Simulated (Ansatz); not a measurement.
Geometry optimisation, RKS LDA/6-31G* (Ansatz).

input.yaml

```yaml
crystal:
  periodic: [false, false, false]
  atoms:
    - { symbol: B, position_ang: [-1.07877, 0.46807, -0.69764] }
    - { symbol: "N", position_ang: [0.05113, -0.00419, 0.03899] }
    - { symbol: Al, position_ang: [0.21541, -1.8022, -0.27308] }
    - { symbol: Al, position_ang: [0.86258, 1.34482, 0.97314] }
    - { symbol: H, position_ang: [-1.38798, 1.61025, -0.65138] }
    - { symbol: H, position_ang: [-1.70144, -0.30369, -1.35552] }
    - { symbol: H, position_ang: [1.50111, -2.32714, -0.949] }
    - { symbol: H, position_ang: [-0.88772, -2.78062, 0.16844] }
    - { symbol: H, position_ang: [1.21213, 2.65788, 0.23851] }
    - { symbol: H, position_ang: [1.17163, 1.18621, 2.47264] }
basis:
  gaussian: { orbitals: "6-31G*" }
hamiltonian:
  xc: lda
relax:
  f_tol: 0.015
  max_steps: 40
```

Launched with:

```bash
$ ansatz run input.yaml --threads 1 --pin off --max-ram 2048MiB --backend cpu --events-out ev --progress --plain --runs-dir out
```

Q: Where does it end, and by what steps?

A: The run converged. After 14 steps the energy has fallen by 0.476 eV; H9 moved furthest, 1.03 Å. Joined: B1–Al3.

```tsv
step	energy less start (eV)	largest force component (eV/Å)	accepted
0	0.0000	1.402	yes
1	-0.1626	0.555	yes
2	-0.1886	0.244	yes
3	-0.2386	0.285	yes
4	-0.3202	0.420	yes
5	-0.4100	0.391	yes
6	-0.4294	0.322	yes
7	-0.4697	0.295	yes
8	-0.4722	0.118	yes
9	-0.4743	0.043	yes
10	-0.4750	0.060	yes
11	-0.4754	0.024	yes
12	-0.4755	0.018	yes
13	-0.4755	0.016	no
14	-0.4755	0.003	yes
```

```xyz
10
Properties=species:S:1:pos:R:3
B -0.765 0.369 -0.885
N 0.117 0.136 0.155
Al -0.048 -1.674 -0.256
Al 0.842 1.421 1.192
H -1.224 1.399 -1.320
H -1.166 -0.683 -1.494
H 1.054 -2.304 -1.226
H -1.123 -2.515 0.574
H 0.437 2.933 0.864
H 1.833 0.968 2.360
```

Whether the end is a true minimum wasn't checked by a vibrational analysis.

Run time: 33 s on 1 thread of Arm Neoverse V1, with other jobs on the host, peak memory 0.12 GiB.
